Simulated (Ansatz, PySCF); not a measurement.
Al(F)(Br)(vinyl) (C2H3AlBrF), SMILES [CH](=C)[Al]([Br])[F]. Atoms are numbered in the order given.

```xyz
8

Al     0.6780     0.6149     0.0000
F      2.3406     0.6202     0.0000
Br    -0.3562    -1.3880     0.0000
C     -0.3390     2.2474     0.0000
C     -1.6835     2.2363     0.0000
H      0.1623     3.2248     0.0000
H     -2.2784     3.1585     0.0000
H     -2.2572     1.3018     0.0000
```

Geometry: B3LYP-D3(BJ)/def2-SVP. The structure was generated by enumeration; whether it is a known compound was not checked. Other conformers were not sampled.

Two levels are set side by side: PBE-D3(BJ)/def2-SVP (Ansatz, a program for electronic structure) and B3LYP-D3(BJ)/def2-SVP (Ansatz). Each level has its own optimised geometry; the coordinates shown are those of the second. Frequencies come from the Hessian of PySCF at each geometry. Differences are taken from unrounded values.

```tsv
quantity	B3LYP-D3(BJ)
mean bond length (Å)	1.497
bond Al1–F2 (Å)	1.663
bond Al1–Br3 (Å)	2.254
bond Al1–C4 (Å)	1.923
bond C4–C5 (Å)	1.344
bond C4–H6 (Å)	1.098
bond C5–H7 (Å)	1.097
bond C5–H8 (Å)	1.097
highest harmonic wavenumber (cm⁻¹)	3193
mean harmonic wavenumber (cm⁻¹)	1117
zero-point energy (kcal/mol)	28.75
```

**Question.** What does PBE-D3(BJ) give, and how far is it from B3LYP-D3(BJ)? (An estimate is asked for; the answer gives what the named calculation found.)

**Answer.** 
| quantity | PBE-D3(BJ) | PBE-D3(BJ) minus B3LYP-D3(BJ) |
|---|---|---|
| mean bond length (Å) | 1.506 | 0.009 |
| bond Al1–F2 (Å) | 1.675 | 0.013 |
| bond Al1–Br3 (Å) | 2.261 | 0.007 |
| bond Al1–C4 (Å) | 1.933 | 0.010 |
| bond C4–C5 (Å) | 1.352 | 0.008 |
| bond C4–H6 (Å) | 1.106 | 0.008 |
| bond C5–H7 (Å) | 1.106 | 0.008 |
| bond C5–H8 (Å) | 1.105 | 0.008 |
| highest harmonic wavenumber (cm⁻¹) | 3128 | -65 |
| mean harmonic wavenumber (cm⁻¹) | 1087 | -31 |
| zero-point energy (kcal/mol) | 27.96 | -0.80 |

GGA bonds tend to be longer and softer than those of functionals with exact exchange. Differences between two approximate levels are no errors against the true value.
